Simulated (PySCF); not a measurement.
Species: C8H13P.
SMILES: `CCc1c[pH]c(CC)c1`

Method used: TDDFT CAM-B3LYP/def2-SVPD, vertical, gas phase, core orbitals frozen in the response (PySCF). The structure is a single PBE0-D3(BJ)/def2-SVP conformer in the gas phase; no vibrational or solvent corrections. Torsions of this conformer, `[CH3:1][CH2:2][c:3]1[cH:4][pH:5][c:6]([CH2:7][CH3:8])[cH:9]1`: C1–C2–C3–C4 -114°, P5–C6–C7–C8 56°.

A / s⁻¹ = 0.6670 f (ν̃ / cm⁻¹)² and τ = 1/A in vacuum; |μ| follows from f = (2/3) ΔE |μ|² (atomic units, 1 au = 2.5417 D); ∫σ dE = 109.76 f Mb·eV.

The rates are for emission to S0 at the absorption energy, with no other channel.

Energies and rates of the computed singlets with f of 0.002 or more:

```csv
state,ν̃ (cm⁻¹),A (s⁻¹)
S1,37590,5.79×10⁷
S2,41740,1.35×10⁸
S3,49050,3.31×10⁷
S4,50380,1.17×10⁷
S5,53730,1.34×10⁸
S6,54130,4.86×10⁷
S8,55120,3.08×10⁷
S9,55470,7.33×10⁷
S10,56690,8.64×10⁷
```

Task: Go back from the rates to the oscillator strengths and transition dipoles.

Result: f = A / (0.6670 ν̃²), and |μ| follows from f:

```tsv
state	f	|μ| (D)	τ	main configurations (H = HOMO, L = LUMO)
S1	0.061	1.86	17 ns	H→L (96%)
S2	0.116	2.44	7.4 ns	H-1→L (92%)
S3	0.021	0.95	30 ns	H→L+1 (57%), H→L+2 (19%), H→L+3 (16%)
S4	0.0069	0.54	85 ns	H→L+2 (39%), H→L+6 (20%), H→L+1 (19%)
S5	0.070	1.66	7.4 ns	H-1→L+2 (28%), H-1→L+3 (23%), H-1→L+1 (23%)
S6	0.025	0.99	21 ns	H-2→L (29%), H-1→L+2 (13%), H-1→L+1 (12%)
S8	0.015	0.77	33 ns	H-3→L (35%), H→L+4 (20%), H→L+3 (8%)
S9	0.036	1.17	14 ns	H-3→L (22%), H→L+5 (13%), H-1→L+1 (12%)
S10	0.040	1.23	12 ns	H→L+3 (32%), H→L+7 (15%), H→L+2 (14%)
```

Task: How much energy does a mole of photons resonant with S2 carry?

Result: 5.175 eV × 96.485 = 499 kJ/mol (119 kcal/mol).

Task: Which computed singlets stay under f = 0.002?

Result: S7 (6.75 eV, f 0.0007).

Task: What is the integrated cross-section of all computed states together?

Result: Σf = 0.392 over S1 to S10, so 109.76 × Σf ≈ 43 Mb·eV.

All these states lie below the vertical ionisation energy of 8.10 eV (ΔSCF).
